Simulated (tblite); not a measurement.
Species: C₄H₆F₂O₂Si.
Z-matrix (Å and degrees, GFN2-xTB geometry), rows numbered from 1:
```
O 
C   1  1.2024
O   2  1.3398  1  122.63
C   2  1.4951  1  124.22  3  -176.33
Si  4  1.9384  2  104.65  1    77.17
C   4  1.4803  2  113.28  1  -157.81
F   6  1.3532  4  114.63  2    92.83
C   6  1.3244  4  128.72  2   -86.86
F   8  1.3433  6  120.78  4    -1.79
H   3  0.9700  2  110.24  1     0.35
H   4  1.0921  2  107.58  1   -37.53
H   5  1.4607  4  105.54  2   165.51
H   5  1.4568  4  109.94  2    43.38
H   5  1.4607  4  105.08  2   -76.32
H   8  1.0779  6  125.40  4   178.09
```

Level: GFN2-xTB in tblite, geometry and Hessian alike; calculated harmonic values, unscaled, isolated species. Errors from tens to a few hundred cm⁻¹ against measured bands are possible. Modes of hydrogen on silicon can be 10 to 20 % off. One conformer, not necessarily the lowest.

Harmonic wavenumbers (cm⁻¹): 27.7, 40.6, 118.1, 127.0, 147.4, 207.4, 244.2, 300.3, 340.9, 421.2, 521.1, 539.2, 545.8, 553.8, 583.6, 618.2, 676.1, 741.5, 763.1, 768.8, 779.8, 792.9, 913.7, 973.7, 1065.5, 1110.3, 1120.9, 1154.1, 1228.9, 1242.8, 1305.0, 1740.4, 1775.1, 2302.8, 2308.8, 2339.5, 2972.6, 3111.1, 3451.2.

A = 1533, B = 1200, C = 957.9 MHz; mass 152.011 u (most abundant isotopes); point group C1, symmetry number 1.

Task: Zero-point energy?

Result: ½Σν̃ = 19988 cm⁻¹ = 57.15 kcal/mol.

Task: What is S at 298.15 K and 1 bar for an ideal gas of classical rigid rotors and harmonic oscillators?

Result: Translation 40.99, rotation 29.59, vibration 32.65: S = 103.2 cal/(mol K).

Task: And Cp and H(298.15 K) − H(0)?

Result: Cp = 39.62 cal/(mol K), of which vibrations give 31.67 (their classical limit is 39 R = 77.5); H(298.15 K) − H(0) = 7.26 kcal/mol without the zero-point energy, 4.89 from vibrations.

Task: What must be added to the electronic energy to get the Gibbs energy at 298.15 K and 1 bar?

Result: ZPE + [H(298.15 K) − H(0)] − T·S = 57.15 + 7.26 − 30.78 = 33.63 kcal/mol.

Task: Which modes carry the vibrational entropy at 298.15 K?

Result: 27.7 cm⁻¹: 5.99; 40.6 cm⁻¹: 5.23; 118.1 cm⁻¹: 3.13; 127.0 cm⁻¹: 2.99; 147.4 cm⁻¹: 2.71; 207.4 cm⁻¹: 2.07 cal/(mol K); the other 33 give 10.53 together.

Hindered rotation and anharmonicity are outside this model. Other conformers, if any are populated, would add a mixing term that is left out. The structure is chiral; the term R ln 2 for an equal mix with its mirror image is left out.

The run took 0.86 s of wall time on one thread of an Arm Neoverse N1, on a shared host. This covers the Hessian and the dipole derivatives.
